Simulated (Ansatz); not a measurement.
**The standard entropy of CH3I (methyl iodide) from a frequency calculation**

A singlet with charge 0, relaxed at B3LYP-D4/def2-TZVP (core potential) (Ansatz 0.2.0):

```xyz
5

C    -0.0458   -0.1690    0.1591
I     0.3717    1.3717   -1.2913
H     0.7600   -0.8920    0.1057
H    -0.0889    0.3050    1.1329
H    -0.9970   -0.6157   -0.1065
```

Harmonic wavenumbers in cm⁻¹: 526, 893, 893, 1280, 1469, 1469, 3089, 3197, 3197.

Masses in u: C 12.011, I 126.904, H 1.008. Take T = 298.15 K, p = 1 bar, R = 8.3145 J/(mol K), kT/hc = 207.22 cm⁻¹, rigid rotor and harmonic oscillator.

Task: Work out S° at 298 K.

Result: 
1. Translation (Sackur–Tetrode): S = R[3/2 ln M + 5/2 ln T − 1.1517] with M = 141.939 gives 170.7 J/(mol K).
2. Rotation: principal moments 3.234, 68.245, 68.245 u Å² give A, B, C = 5.2124, 0.247, 0.247 cm⁻¹; the symmetry number is σ = 3; q = (√π/σ)√((kT/hc)³/ABC) = 3125; S = R(ln q + 3/2) = 79.4.
3. Vibration: with u = ν̃/207.22, each mode gives R[u/(eᵘ − 1) − ln(1 − e⁻ᵘ)]; the sum is 3.9, most from 526 cm⁻¹ (2.5), 893 cm⁻¹ (0.6), 893 cm⁻¹ (0.6).
4. Spin: R ln 1 = 0.0.
5. Sum: 170.7 + 79.4 + 3.9 + 0.0 = 254.0 J/(mol K).

The tabulated value is 254.1 J/(mol K) (CRC Handbook of Chemistry and Physics): the model is off by -0.1.
